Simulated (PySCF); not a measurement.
The free ion Ru5+ in its d3 configuration.

Method (PySCF 2.14, density fitting): CASSCF(3,5) with orbitals averaged over all microstates of the shell, strongly contracted NEVPT2 on the averaged canonical orbitals; basis x2c-TZVPall; spin-free X2C; gas phase; spin-orbit coupling by state interaction with the mean-field operator over all roots.

Q: What is the ground state?

A: 4F (S = 3/2, orbital degeneracy 7), by NEVPT2.

Q: List the excited states of the same spin.

A: By NEVPT2: 4P at 12839 cm⁻¹ (779 nm).

Q: Which is the lowest state of another spin?

A: 2G at 14702 cm⁻¹ by NEVPT2; CASSCF alone puts it at 16287 cm⁻¹ above the same ground state.

Q: What magnetic behaviour follows?

A: The lowest spin-orbit level is 4-fold with J = 3/2; the next lies at 1383.6 cm⁻¹. μeff is 1.16 μB at 300 K and 0.80 μB at 10 K; the free-ion value g_J√(J(J+1)) for the Hund's-rule level J = 3/2 is 0.77 μB.

The job took 3.6 s on one thread of Arm Neoverse V2 (shared host), with 63 basis functions, launched as `OMP_NUM_THREADS=1 python lf_run.py task.json out`.
